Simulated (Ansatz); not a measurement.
`N[C](F)(F)[GeH3]` and `NC(F)(F)[SiH3]` differ in one atom or group.

Ansatz, PBE0-D4/def2-TZVP geometries, multiplicity 1. Each molecule was computed in one conformer, which needn't be the lowest.

Scalar relativity is left out up to krypton.

```
                                      property  `N[C](F)(F)[GeH3]`
size of the dipole moment (PBE/def2-TZVPP) / D                2.66
             LUMO energy (PBE/def2-TZVPP) / eV               -0.43
            LUMO energy (PBE0/def2-TZVPP) / eV                0.37
           HOMO–LUMO gap (PBE/def2-TZVPP) / eV                5.81
          HOMO–LUMO gap (PBE0/def2-TZVPP) / eV                7.96
           HOMO energy (B3LYP/def2-TZVPP) / eV               -7.40
```

Question: What does the change do to each property? (An estimate is asked.)

Answer: The calculation gave: 
```
                                      property  `NC(F)(F)[SiH3]`  shift
size of the dipole moment (PBE/def2-TZVPP) / D              2.71   0.05
             LUMO energy (PBE/def2-TZVPP) / eV             -0.62  -0.19
            LUMO energy (PBE0/def2-TZVPP) / eV              0.18  -0.19
           HOMO–LUMO gap (PBE/def2-TZVPP) / eV              5.70  -0.11
          HOMO–LUMO gap (PBE0/def2-TZVPP) / eV              7.90  -0.06
           HOMO energy (B3LYP/def2-TZVPP) / eV             -7.51  -0.11
```

With PBE0 the HOMO falls by 0.12 eV and the LUMO falls by 0.19 eV, so the gap narrows by about 0.07 eV. PBE moves the HOMO by -0.07 eV and ωB97M-V by -0.16 eV. Dipoles are sizes alone; their direction can turn.

B3LYP here is the variant with VWN-RPA as its local correlation; programs differ in this.
